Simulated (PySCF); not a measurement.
# Radial density of Pt (platinum, neutral)

BHandHLYP, [Xe] 4f14 5d9 6s1, high-spin 3D determinant. All numbers are calculated (PySCF 2.14, scalar relativity by spin-free X2C-1e, in ANO-RCC-VTZP (8s7p5d3f1g, 84 functions)).

```tsv
r (bohr)	4πr²ρ (e/bohr)	4πr²(ρα − ρβ)
0.0192	96.01	-0.0010
0.0323	112.2	0.0045
0.0543	145.5	0.0259
0.0914	112.4	0.0620
0.154	134.2	0.0358
0.259	72.93	0.0519
0.435	82.33	0.0869
0.732	27.52	0.2064
1.23	14.48	0.7336
2.07	3.925	0.7377
3.48	0.6617	0.2993
5.86	0.03744	0.0261
9.85	0.0002478	0.0002
```

Densities and radii are taken from the X2C orbitals without a picture-change correction, which distorts them close to the nucleus.

Spin-orbit coupling, absent here, splits the open shell strongly.
